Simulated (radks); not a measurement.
Results of a calculation; reference values are marked as such.
Spherical quantum dot in the effective-mass picture: electrons in a well V = -V0 / (1 + exp((r - R)/a)) with V0 = 12.8, R = 2.27, a = 0.25, all in effective atomic units (hartree* = m*/eps^2 hartree, bohr* = eps/m* bohr), one dielectric constant everywhere. Level of theory: non-relativistic Kohn-Sham, PBE, spin-polarised, spherical densities (a radial shooting solver with Libxc functionals). Levels are named by radial order and angular momentum (1s, 1p, 1d, 2s, ...), and open shells are averaged over m.

N = 10, configuration 1s2 1p6 1d(up 2, down 0). This is the lowest configuration that the search found. Occupied and some empty levels:

level    occupation  eigenvalue (hartree*)  <r> (bohr*)
1s up             1                -5.5768        1.276
1s down           1                -5.5226        1.264
1p up             3                -4.7868        1.452
1p down           3                -4.7167        1.447
1d up             2                -3.7033        1.583
1d down           0                -3.6249        1.581
2s up             0                -2.8662        1.253
2s down           0                -2.8321        1.258
1f up             0                -2.3928        1.694
1f down           0                -2.3111        1.694
2p up             0                -1.3803        1.465
2p down           0                -1.3405        1.468

Energy (hartree*): total -76.6282, kinetic 15.333, external -117.65, Hartree 31.291, exchange-correlation -5.6061.

Electron density:

r (bohr*)  n(r) (e/bohr*^3)
0.210                0.1596
0.435                0.2151
0.661                0.2982
0.886                0.3847
1.11                 0.4369
1.34                 0.4170
1.56                 0.3169
1.79                 0.1787
2.01                0.07134
2.24                0.01996
2.46               0.004181
2.69              0.0007228
2.92              0.0001136
